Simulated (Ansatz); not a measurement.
Reaction (atomization): `N#C[SiH2]P` → C• + 4 H• + N• + P• + Si•

Gas-phase electronic energies from Ansatz, PBE0-D4/def2-TZVP geometries. CBS: MP2 limit from def2 TZ/QZ plus the TZ coupled-cluster correction, frozen cores. This one scheme is used for every species, atoms too. DFT in def2-TZVPP. B3LYP here is the variant with VWN-RPA as its local correlation; programs differ in this. No spin–orbit coupling; open shells (•) take unrestricted orbitals. Spin–orbit coupling would lower the free atoms: a little for C, Si. One conformer a species, not always the lowest.

```tsv
level	ΔE (kJ/mol)	difference from CCSD(T)/CBS
LDA (SPW92)	3170.6	392.9
r2SCAN-D4	2770.3	-7.4
B3LYP-D4	2798.6	20.9
revPBE	2730.4	-47.3
BLYP	2776.1	-1.6
PBE0	2756.3	-21.4
LC-ωPBE	2746.1	-31.6
CCSD/def2-TZVPP	2631.8	-145.9
SCS-MP2/def2-QZVPP	2805.6	27.9
MP2/CBS(def2)	2811.7	34.0
CCSD(T)/CBS	2777.7	0
```

Largest T1 diagnostic among the species: 0.014.

In def2-TZVPP, CCSD(T) changes the Hartree–Fock value by +787.1 kJ/mol (the triples alone add +55.1 kJ/mol) and MP2 by +821.1 kJ/mol; breaking electron pairs costs correlation energy, which Hartree–Fock lacks. From PBE to PBE0 (25 % exact exchange), in def2-TZVPP and without D4, ΔE moves by −68.4 kJ/mol: exact exchange takes away binding that semilocal exchange gives to molecules. The D4 term adds +28.4 kJ/mol with B3LYP and +14.8 kJ/mol with PBE0; it sums over pairs of atoms, weighted by their polarisabilities, and B3LYP, whose exchange is more repulsive, gets the larger term.

For atomizations the MP2-based limit and the directly extrapolated one differ by several kJ/mol either way, and by 10 to 25 for some Ge, Se and Sn compounds, so smaller differences from it don't rank the levels.
